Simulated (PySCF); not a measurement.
These are PBE-D3(BJ)/def2-TZVP // PBE0-D3(BJ)/def2-TZVP in PySCF 2.14.0 values and carry that method's errors. Isolated molecules, 0 K electronic values unless said otherwise. Excitations are Tamm–Dancoff values on a coarser integration grid. The basis has no diffuse functions, so Rydberg states are missing or too high.

Reference species (SMILES): `CB(C)C` (neutral, multiplicity 1).

```json
{
  "S1 oscillator strength": "0.000",
  "LUMO": "-1.16 eV",
  "T1 excitation (TDA)": "5.57 eV",
  "S1 excitation (TDA)": "6.11 eV"
}
```

After one change: the S1 oscillator strength stays essentially unchanged; the LUMO falls by 2.88 eV; the T1 excitation (TDA) decreases by 3.21 eV; the S1 excitation (TDA) falls by 3.05 eV.

Task: Which change was made? The new species is one of these.
A) `CB([SiH3])[SiH3]`
B) `CB(C)[SiH3]`
C) `[SiH3]B([SiH3])[SiH3]`

Result: C, `[SiH3]B([SiH3])[SiH3]`
